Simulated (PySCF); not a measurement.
calicene (C8H6), SMILES C1=CC(=C2C=C2)C=C1. Geometry: B3LYP-D3(BJ)/def2-SVP.

Computed equilibrium geometry at B3LYP-D3(BJ)/def2-SVP (PySCF confirms it by a frequency run) as bond lengths and angles, and its point group:
point group C2v.
Atoms: C1 C2 C3 C4 C5 C6 C7 C8 H9 H10 H11 H12 H13 H14. Bond lengths (Å): C1–C2 1.369, C1–C8 1.457, C1–H9 1.091, C2–C3 1.460, C2–H10 1.090, C3–C4 1.355, C3–C7 1.460, C4–C5 1.429, C4–C6 1.429, C5–C6 1.329, C5–H11 1.088, C6–H12 1.088, C7–C8 1.369, C7–H13 1.090, C8–H14 1.091. Angles (°): C2–C1–C8 109.0, C2–C1–H9 126.1, C8–C1–H9 124.9, C1–C2–C3 107.5, C1–C2–H10 127.5, C3–C2–H10 125.0, C2–C3–C4 126.5, C2–C3–C7 107.0, C4–C3–C7 126.5, C3–C4–C5 152.3, C3–C4–C6 152.3, C5–C4–C6 55.4, C4–C5–C6 62.3, C4–C5–H11 149.4, C6–C5–H11 148.3, C4–C6–C5 62.3, C4–C6–H12 149.4, C5–C6–H12 148.3, C3–C7–C8 107.5, C3–C7–H13 125.0, C8–C7–H13 127.5, C1–C8–C7 109.0, C1–C8–H14 124.9, C7–C8–H14 126.1.
Charge 0, spin multiplicity 1.
